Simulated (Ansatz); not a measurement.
Geometry optimisation, UHF/def2-SVP (Ansatz 0.2.0).

input.yaml

```yaml
crystal:
  periodic: [false, false, false]
  atoms:
    - { symbol: Mg, position_ang: [-0.8759, -0.9285, -0.1651] }
    - { symbol: O, position_ang: [1.0283, 0.224, 0.7756] }
    - { symbol: Cl, position_ang: [-0.8161, -2.2812, -1.7976] }
    - { symbol: H, position_ang: [0.297, 1.0014, 0.0844] }
    - { symbol: F, position_ang: [-0.657, 1.3764, -0.5502] }
    - { symbol: H, position_ang: [1.0236, 0.6078, 1.6529] }
magnetization:
  spin_polarized: true
basis:
  gaussian: { orbitals: def2-SVP }
hamiltonian:
  xc: hf
relax:
  f_tol: 0.15
  max_steps: 25
  restrain:
    - { distance: [0, 4], at: 3.28, k: 30.0 }
    - { distance: [3, 1], at: 2.27, k: 30.0 }
    - { distance: [0, 1], at: 2.07, k: 30.0 }
    - { distance: [3, 4], at: 0.88, k: 30.0 }
```

Run as:

```bash
$ ansatz run input.yaml --threads 2 --pin off --max-ram 3072MiB --backend cpu --events-out ev --progress --plain --runs-dir out
```

Question: Where does it end, and by what steps?

Answer: It converged. The restraints hold the end off the free minimum. After 12 steps the energy has fallen by 0.911 eV (the restraints' own energy left out); H4 moved furthest, 0.99 Å. Parted: Mg1–F5. Joined: H4–F5.

```
step  energy less start (eV)  largest force component (eV/Å)  accepted
   0                  0.0000                           3.459       yes
   1                  0.4013                           3.133       yes
   2                  0.1655                           3.023       yes
   3                 -0.0926                           3.580       yes
   4                 -0.5352                           2.140       yes
   5                 -0.6088                           2.701       yes
   6                 -0.7759                           1.774       yes
   7                 -0.8136                           1.661       yes
   8                 -0.8906                           1.933       yes
   9                 -0.8960                           2.398       yes
  10                 -0.7643                           2.615        no
  11                 -0.9003                           2.419       yes
  12                 -0.9113                           1.849       yes
```

```xyz
6
Properties=species:S:1:pos:R:3
Mg -0.186 -1.187 -0.281
O 0.659 0.073 0.998
Cl -1.060 -2.742 -1.565
H -0.018 1.925 -0.104
F -0.507 2.019 -0.854
H 1.113 -0.087 1.807
```

Whether the end is a true minimum wasn't checked by a vibrational analysis.

The run took 11 s on 2 threads of Arm Neoverse V2 (shared host), peak memory 0.15 GiB.
